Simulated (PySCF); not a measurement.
Telling isomers of C5H10O2 apart by NMR

[PySCF: GIAO PBE0/pcSseg-1 shieldings; coordinates at the GFN2-xTB level; relativity neglected; isolated molecule; rapidly exchanging positions averaged; single conformer]

Chemical shifts δ = σref − σ; $^{1}$H (σref 31.72), $^{13}$C (σref 186.93) vs TMS, all at this level. Where no couplings were computed, multiplicities follow the n + 1 count of equivalent neighbours, and m marks all less simple cases (inequivalent or close neighbours, rings, F or P nearby). Shifts are as computed. Against solution values, carbons near 30 ppm lie about +3 ppm off and those near 130 ppm about +5 ppm (rms about the fit 2.1 ppm; single classes can miss by 10 ppm). Of 1328 compounds with measured shifts, 309 miss one by over three times the rms of a fit or turn the order of signals round; such compounds aren't used in these exercises. Signals without a measured value on file couldn't be tested in this way; 1H shifts scatter by 0.2 ppm about their fit, and single ones miss by 0.5 ppm.

(1) Tabulate the signals of `COC1(C)COC1`, `CC(C)(C)OC=O` and their relative energies.

(2) What is the quickest way to tell COC1(C)COC1 from CC(C)(C)OC=O?

## Answers

(1) 
| SMILES | carbon types | δC | δH | E rel. (kcal/mol) |
| --- | --- | --- | --- | --- |
| COC1(C)COC1 | 1×C 2×CH2 2×CH3 | 84.3, 79.1, 52.7, 22.4 | 4.84 (m, 2H), 4.32 (m, 2H), 3.28 (s, 3H), 1.49 (s, 3H) | 45.9 |
| CC(C)(C)OC=O | 1×C 1×CH 3×CH3 | 165.4, 81.5, 29.1 | 8.10 (s, 1H), 1.58 (s, 9H) | 0.0 |

Energies are electronic energies at PBE0/pcSseg-1 on these geometries, without zero-point or thermal terms, each for the one conformer computed, which needn't be the lowest.

(2) Count the carbon signals: 4 against 3. The first has an sp3 CH2 bonded to O at 84.3 ppm, the second an ester carbonyl carbon (CH) at 165.4 ppm. In the proton spectra the most deshielded non-exchanging signals are 4.84 (m, 2H) and 8.10 (s, 1H).
